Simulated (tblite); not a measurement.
Species: C8H12N2.
Atom-mapped SMILES: `[CH3:1][CH2:2][c:3]1[cH:4][c:5]([CH3:6])[n:7][n:8][c:9]1[CH3:10]` (hydrogens: H11, H12, H13 on C1; H14, H15 on C2; H16 on C4; H17, H18, H19 on C6; H20, H21, H22 on C10)

Cartesian coordinates in Å at the GFN2-xTB level; atoms count from 1:
```xyz
22
C8H12N2 angstrom
C     -2.311   -1.256    0.166
C     -1.583   -0.415   -0.885
C     -0.270    0.074   -0.349
C      0.872   -0.695   -0.460
C      2.063   -0.213    0.094
C      3.337   -0.990    0.019
N      2.106    0.957    0.707
N      1.040    1.691    0.813
C     -0.124    1.305    0.322
C     -1.257    2.261    0.515
H     -1.706   -2.116    0.447
H     -2.509   -0.672    1.061
H     -3.258   -1.615   -0.229
H     -1.402   -1.030   -1.769
H     -2.211    0.428   -1.176
H      0.851   -1.651   -0.965
H      3.599   -1.190   -1.019
H      4.133   -0.420    0.489
H      3.227   -1.944    0.532
H     -2.079    1.786    1.046
H     -0.903    3.114    1.088
H     -1.627    2.610   -0.449
```

Computed with GFN2-xTB (tblite): harmonic, unscaled wavenumbers at the GFN2-xTB geometry, gas phase. The method is semi-empirical: single wavenumbers can be off by several per cent or more. One conformer, not necessarily the lowest.

Harmonic wavenumbers (cm⁻¹): 64.5, 74.2, 102.8, 126.1, 154.9, 186.8, 248.9, 274.5, 298.9, 351.9, 410.3, 427.1, 484.4, 533.3, 600.8, 726.9, 758.6, 775.5, 831.6, 869.6, 965.0, 988.5, 1009.9, 1021.7, 1026.0, 1042.3, 1069.6, 1079.1, 1154.2, 1202.6, 1210.1, 1246.4, 1309.3, 1324.8, 1382.0, 1389.3, 1400.0, 1411.5, 1427.3, 1464.0, 1465.5, 1469.8, 1474.2, 1490.2, 1498.7, 1504.1, 1525.4, 1561.2, 2972.1, 2999.0, 3006.8, 3010.2, 3019.8, 3023.7, 3035.2, 3037.0, 3042.5, 3056.5, 3063.5, 3066.7.

A = 2085, B = 1073, C = 759.3 MHz; mass 136.100 u (most abundant isotopes); point group C1, symmetry number 1.

Q: What is the zero-point energy?

A: ½Σν̃ = 40374 cm⁻¹ = 482.98 kJ/mol.

Q: What is S at 273.15 K and 1 bar for an ideal gas of classical rigid rotors and harmonic oscillators?

A: Translation 168.31, rotation 122.87, vibration 119.02: S = 410.2 J/(mol K).

Q: And Cp and H(273.15 K) − H(0)?

A: Cp = 160.06 J/(mol K), of which vibrations give 126.80 (their classical limit is 60 R = 498.9); H(273.15 K) − H(0) = 26.70 kJ/mol without the zero-point energy, 17.62 from vibrations.

Q: What must be added to the electronic energy to get the Gibbs energy at 273.15 K and 1 bar?

A: ZPE + [H(273.15 K) − H(0)] − T·S = 482.98 + 26.70 − 112.05 = 397.63 kJ/mol.

Q: Blend soft modes into free rotors: weight 1/[1 + (100 cm⁻¹/ν̃)⁴] for the oscillator and the rest for a rotor with moment μB/(μ + B), μ = h/(8π²ν), B = 10⁻⁴⁴ kg m². What vibrational entropy results?

A: 111.84 J/(mol K) in place of 119.02, which changes −T·S at 273.15 K by +1.96 kJ/mol.

Q: How do the functions run with temperature in this model?

A: 
| T (K) | S (J/(mol K)) | Cp (J/(mol K)) | H − H(0) (kJ/mol) | G − H(0) (kJ/mol) | ln q(vib) |
| --- | --- | --- | --- | --- | --- |
| 150 | 332.3 | 106.3 | 10.36 | -39.48 | 3.03 |
| 250 | 396.5 | 149.4 | 23.12 | -76.01 | 5.90 |
| 298.15 | 424.7 | 171.8 | 30.85 | -95.78 | 7.27 |
| 400 | 482.0 | 219.7 | 50.80 | -141.98 | 10.14 |
| 600 | 586.8 | 298.3 | 103.03 | -249.03 | 15.75 |
| 900 | 723.6 | 375.3 | 205.05 | -446.18 | 23.84 |

q(vib) and H(0) count from the zero-point level.

Hindered rotation and anharmonicity are outside this model. Other conformers, if any are populated, would add a mixing term that is left out. The structure is chiral; the term R ln 2 for an equal mix with its mirror image is left out.
